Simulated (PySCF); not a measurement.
Electronic structure of I+ (iodine, charge +1) at the UHF level

Configuration: [Kr] 4d10 5s1 5p5, high-spin 3P determinant (an excited configuration). All numbers are calculated (PySCF 2.14, a scalar-relativistic core potential, in aug-cc-pVQZ-PP with one added diffuse shell each of s, p, d, f, g type with ECP28MDF (8s8p6d4f3g, 117 functions)).

```
Total energy                                                  : -293.870176 hartree
One-electron energy                                           : -503.5569 hartree
Hartree (Coulomb) energy                                      : 230.3799 hartree
Exchange energy                                               : -20.6931 hartree
⟨S²⟩                                                          : 2.0172
⟨L²⟩                                                          : 2.023
Sum of ⟨r⟩                                                    : 29.32 bohr
Sum of ⟨r²⟩                                                   : 50.70 bohr²
Traceless quadrupole moment −½Σ⟨3z² − r²⟩ along its main axis : 2.28 e·bohr²
```

| shell | electrons | mean orbital energy (hartree) | spread (hartree) | rms radius, mean of both spins (bohr) |
| --- | --- | --- | --- | --- |
| 4s α | 1 | -8.16749 | 0 | 0.796 |
| 4s β | 1 | -8.13388 | 0 | 0.796 |
| 4p α | 3 | -5.99113 | 0.02134 | 0.852 |
| 4p β | 3 | -5.96916 | 0.00227 | 0.852 |
| 4d α | 5 | -2.71496 | 0.02338 | 0.995 |
| 4d β | 5 | -2.69502 | 0.01200 | 0.995 |
| 5s α | 1 | -1.32367 | 0 | 2.06 |
| 5p α | 3 | -0.78411 | 0.05688 | 2.49 |
| 5p β | 2 | -0.63763 | 0 | 2.49 |

Energies and moments cover only the electrons outside the core potential.
